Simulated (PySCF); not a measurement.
C2H3ClFGa. Atoms are numbered in the order given.

```xyz
8

Ga    -0.1395    -0.2804     0.2405
F     -0.6275    -1.0991     1.7062
Cl     0.5731     1.7086     0.5511
C     -0.2092    -1.0566    -1.5167
C      0.2129    -0.3340    -2.5628
H     -0.5836    -2.0744    -1.6736
H      0.1974    -0.7294    -3.5862
H      0.5940     0.6874    -2.4422
```
Charge 0, spin multiplicity 1.

Geometry: ωB97X-D3(BJ)/def2-SVP. The structure was generated by enumeration; whether it is a known compound was not checked. One conformer was computed; it need not be the lowest.

Calculation: ωB97X-D3(BJ)/def2-SVP run with PySCF.

Frequencies are harmonic and unscaled.

Task: Estimate the vibrational spectrum. (Estimate from the structure and the level; the computed values follow.)

Result: 
```csv
mode,ν (cm⁻¹),IR (km/mol),moving atoms (share of kinetic energy)
1,84,2.0,"C 40 %, F 26 %, H 24 %, Ga 10 %"
2,94,1.9,"C 36 %, Cl 32 %, H 14 %, Ga 13 %"
3,178,23.2,"F 62 %, Cl 18 %, Ga 15 %"
4,179,13.8,"Ga 35 %, H 25 %, C 18 %, F 14 %, Cl 9 %"
5,308,7.0,"C 62 %, H 19 %, Ga 13 %"
6,433,41.2,"Cl 69 %, Ga 24 %"
7,492,39.7,"H 69 %, C 28 %"
8,618,46.4,"C 58 %, H 20 %, Ga 16 %"
9,727,89.6,"F 73 %, Ga 24 %"
10,1007,8.6,"H 87 %, C 12 %"
11,1038,20.7,"H 71 %, C 29 %"
12,1051,20.1,H 94 %
13,1270,5.7,"H 71 %, C 29 %"
14,1427,20.3,"H 83 %, C 17 %"
15,1691,10.5,"C 84 %, H 16 %"
16,3147,7.9,H 95 %
17,3201,1.5,"H 91 %, C 9 %"
18,3244,2.3,"H 89 %, C 11 %"
```
